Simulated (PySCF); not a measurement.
SMILES CC=C=C(C)C(F)(F)F, C6H7F3

Geometry:
```
atom   x (Å)   y (Å)   z (Å)
  C1   2.731   0.245  -0.230
  C2   1.652   0.268   0.810
  C3   0.380   0.066   0.583
  C4  -0.897  -0.137   0.353
  C5  -1.582  -1.472   0.408
  C6  -1.776   1.036   0.010
  F7  -1.112   2.186  -0.041
  F8  -2.761   1.175   0.910
  F9  -2.368   0.855  -1.180
 H10   2.327   0.021  -1.226
 H11   3.494  -0.510   0.017
 H12   3.243   1.220  -0.273
 H13   1.952   0.484   1.845
 H14  -0.871  -2.263   0.677
 H15  -2.032  -1.716  -0.567
 H16  -2.394  -1.457   1.152
```

Level of theory: TDDFT CAM-B3LYP/aug-cc-pVDZ circular dichroism and optical rotation, one conformer, gas phase (PySCF). Geometry: PBE0-D3(BJ)/def2-SVP.

No stereocentre is labelled: unless the shape is locked (an allene, a helicene, a hindered biaryl), the mirror image is equally populated and a measured rotation or CD is zero.

Question: Draw the ECD and absorption spectra from the lowest 12 states, each a Gaussian of half-width 0.2 eV at 1/e height.

Answer: 
| E (eV) | λ (nm) | Δε (L mol⁻¹ cm⁻¹) | ε (L mol⁻¹ cm⁻¹) |
| --- | --- | --- | --- |
| 5.22 | 238 | 0.00 | 0 |
| 5.37 | 231 | -0.02 | 0.227 |
| 5.52 | 225 | -0.17 | 1.79 |
| 5.67 | 219 | -0.44 | 4.58 |
| 5.82 | 213 | -0.37 | 4.14 |
| 5.97 | 208 | -0.18 | 3.89 |
| 6.12 | 203 | -0.22 | 7.64 |
| 6.27 | 198 | -0.18 | 7.89 |
| 6.42 | 193 | -0.15 | 71.5 |
| 6.57 | 189 | -1.64 | 1070 |
| 6.72 | 185 | -8.63 | 5360 |
| 6.87 | 181 | -14.51 | 8790 |
| 7.02 | 177 | -6.52 | 5620 |
| 7.17 | 173 | +4.73 | 9660 |
| 7.32 | 169 | +25.01 | 41800 |
| 7.47 | 166 | +48.78 | 74900 |
| 7.62 | 163 | +26.82 | 56400 |
| 7.77 | 160 | -5.58 | 32900 |

Δε uses R in velocity form, ε uses f in length form. Only the states computed contribute, so the short-wavelength end is incomplete.
